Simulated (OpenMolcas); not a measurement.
## Ionisation energies of barium

```
Program             : OpenMolcas 26.06
Basis               : ANO-RCC [12s10p8d4f2g]
Scalar Hamiltonian  : DKH2, point nucleus
Spin-orbit coupling : RASSI with atomic mean-field integrals over the reference wave functions, term energies averaged over their components
```

Active shells in each charge state: the valence s, p, d shells, with orbitals averaged over the low states. Where CASPT2's correlated closed shells are named, they are those of the first ion.

A. CASSCF
B. SS-CASPT2, IPEA 0.25 Eh, imaginary shift 0.1 Eh (closed shells correlated: 5s 5p)
C. MS-CASPT2, IPEA 0.25 Eh, imaginary shift 0.1 Eh (closed shells correlated: 5s 5p)
D. MS-CASPT2, IPEA 0.25 Eh, imaginary shift 0.1 Eh (closed shells correlated: none)
E. SS-CASPT2, IPEA 0.25 Eh, imaginary shift 0.1 Eh (closed shells correlated: none)
F. MS-CASPT2, IPEA 0 Eh, imaginary shift 0.1 Eh (closed shells correlated: 5s 5p)

Energies in eV between the lowest computed levels, named as in B; reference values from the NIST Atomic Spectra Database with their kind.

```
         From             To      A      B      C      D      E      F  Spin-orbit share in B          Reference
   Ba 6s2 1S0  Ba+ 6s 2S 1/2  4.873  5.050  5.050  4.922  4.922  5.037                 +0.000   5.212 (measured)
Ba+ 6s 2S 1/2   Ba2+ 5p6 1S0  9.325  9.904  9.904  9.325  9.325  9.963                 +0.000  10.004 (measured)
```

Error against the reference values, in %:

```tsv
From	Reference	A	B	C	D	E	F
Ba	measured	-6.5	-3.1	-3.1	-5.6	-5.6	-3.4
Ba+	measured	-6.8	-1.0	-1.0	-6.8	-6.8	-0.4
```

Mean absolute error over the 2 measured values: A 0.51 eV, B 0.13 eV, C 0.13 eV, D 0.48 eV, E 0.48 eV, F 0.11 eV. F lies closest.

The lowest level within the active space need not be the ion's true ground level.
